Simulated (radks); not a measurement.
Cd, 48 electrons, occupied as [Kr] 4d10 5s2. Calculated with a radial shooting solver on a logarithmic mesh with Libxc functionals: Dirac Kohn-Sham, PBE, spin-unpolarised, spherical densities, finite nucleus; Fermi nuclear charge, rms radius 4.6087 fm.

Unscreened Slater integrals over Kohn-Sham orbitals (eV). Large and small components are both included.

| integral | value |
|---|---|
| F0(5s1/2,5s1/2) | 8.5001 |
| F0(5s1/2,4d5/2) | 10.613 |
| G2(5s1/2,4d5/2) | 1.6065 |
| F0(5s1/2,4d3/2) | 10.636 |
| G2(5s1/2,4d3/2) | 1.5432 |
| F0(5s1/2,4p3/2) | 10.944 |
| G1(5s1/2,4p3/2) | 0.57668 |
| F0(4d5/2,4d5/2) | 19.156 |
| F2(4d5/2,4d5/2) | 9.3895 |
| F4(4d5/2,4d5/2) | 6.0982 |
| F0(4d5/2,4d3/2) | 19.305 |
| F2(4d5/2,4d3/2) | 9.4679 |
| G2(4d5/2,4d3/2) | 9.4623 |
| G4(4d5/2,4d3/2) | 6.1485 |
| F0(4d5/2,4p3/2) | 21.653 |
| F2(4d5/2,4p3/2) | 10.576 |
| G1(4d5/2,4p3/2) | 13.311 |
| G3(4d5/2,4p3/2) | 8.1162 |
| F0(4d3/2,4d3/2) | 19.457 |
| F2(4d3/2,4d3/2) | 9.5503 |
| F0(4d3/2,4p3/2) | 21.861 |
| F2(4d3/2,4p3/2) | 10.727 |
| G1(4d3/2,4p3/2) | 13.538 |
| G3(4d3/2,4p3/2) | 8.2602 |
| F0(4p3/2,4p3/2) | 25.246 |
| F2(4p3/2,4p3/2) | 13.209 |
